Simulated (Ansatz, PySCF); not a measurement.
Energy difference R1 → P1 + P2, each structure at its B3LYP-D3(BJ)/def2-TZVP stationary point, reached from a drawn start (curvature not checked).
R1, O4Ru (SMILES [O][Ru]([O])([O])[O]) (charge 0, multiplicity 1):
| atom | x (Å) | y (Å) | z (Å) |
|---|---|---|---|
| Ru | 0.0000 | 0.0000 | 0.0000 |
| O | 1.5400 | 0.6406 | -0.1886 |
| O | -0.1518 | -1.3793 | -0.9444 |
| O | -0.2477 | -0.3958 | 1.6123 |
| O | -1.1405 | 1.1345 | -0.4792 |
P1, O3Ru (SMILES [O][Ru]([O])[O]) (charge 0, multiplicity 1):
```
atom    x (Å)    y (Å)    z (Å)
----  -------  -------  -------
Ru     0.0001   0.0000  -0.0002
O     -1.1035  -0.9615  -0.8129
O      1.0540  -0.6863   1.1050
O      0.0493   1.6479  -0.2919
```
P2: O atom, charge 0, multiplicity 3.

P less R. No zero-point or thermal terms; singlets are restricted closed shells; open shells are unrestricted; no spin–orbit coupling. The spin states of the d-block species are the ones drawn and need not be the lowest.

Correlated levels freeze the cores.

Programs: Ansatz (Gaussian basis) for Hartree–Fock, density functionals and correlated methods; PySCF for M06-2X. No computed number here is a measurement. Elements past Kr take the def2 small-core potentials, without spin–orbit coupling.

Task: One of these levels gives 73.73 kcal/mol for the reaction energy. Which one is it?
A. BHLYP/def2-TZVPP
B. SCS-MP2/def2-SVP
C. M06-2X/def2-TZVPP
D. HF/def2-TZVPP

Result: C, M06-2X/def2-TZVPP. The others give -27.50 (HF/def2-TZVPP), 54.57 (BHLYP/def2-TZVPP), 117.77 (SCS-MP2/def2-SVP)

Ansatz is an electronic-structure program.
